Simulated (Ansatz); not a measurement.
sulfuric acid (H2O4S), singlet, geometry from GFN2-xTB. Base run: HF/def2-SVP (Ansatz, a first-principles code).

Here is a job for Ansatz.
Ansatz 0.2 input:
```yaml
crystal:
  periodic: [false, false, false]
  atoms:
    - {symbol: O, position_ang: [-0.55270887, 1.35278782, 0.31094223]}
    - {symbol: S, position_ang: [-0.08041867, -0.12569137, -0.01074187]}
    - {symbol: O, position_ang: [-0.62676941, -0.48852650, -1.26558736]}
    - {symbol: O, position_ang: [-0.27441856, -0.91999660, 1.14521182]}
    - {symbol: O, position_ang: [1.47921766, 0.09531076, -0.18718448]}
    - {symbol: H, position_ang: [-0.79115034, 1.75123860, -0.52439176]}
    - {symbol: H, position_ang: [1.87528245, -0.05678066, 0.66920393]}
basis:
  gaussian:
    orbitals: def2-SVP
hamiltonian:
  xc: hf
```

Variants of this job, named by their change:

```csv
change,basis functions,E (Eh)
base,84,-697.68090
basis = x2c-SVPall; relativity = none,84,-697.53977
basis = x2c-TZVPall; relativity = spin-free X2C,173,-699.56364
basis = x2c-TZVPall; relativity = spin-free X2C; nucleus = Gaussian,173,-699.56325
basis = x2c-SVPall; relativity = spin-free X2C,84,-698.95170
basis = ANO-RCC-VDZP; relativity = spin-free X2C; nucleus = Gaussian,84,-699.50218
basis = ANO-RCC-VDZP; relativity = none,84,-697.90489
basis = x2c-TZVPall; relativity = none,173,-698.08377
basis = ANO-RCC-VDZP; relativity = spin-free X2C,84,-699.50259
basis = x2c-SVPall; relativity = spin-free X2C; nucleus = Gaussian,84,-698.95134
```

Totals shift with the method and basis; they matter in differences.

Ansatz warned in this series: the basis is contracted for relativity, which the run leaves out.

Basis sets contracted for a relativistic Hamiltonian are a mismatch without it, so the rows without relativity aren't non-relativistic limits. No row has spin-orbit coupling; sets with core potentials leave out the core electrons.
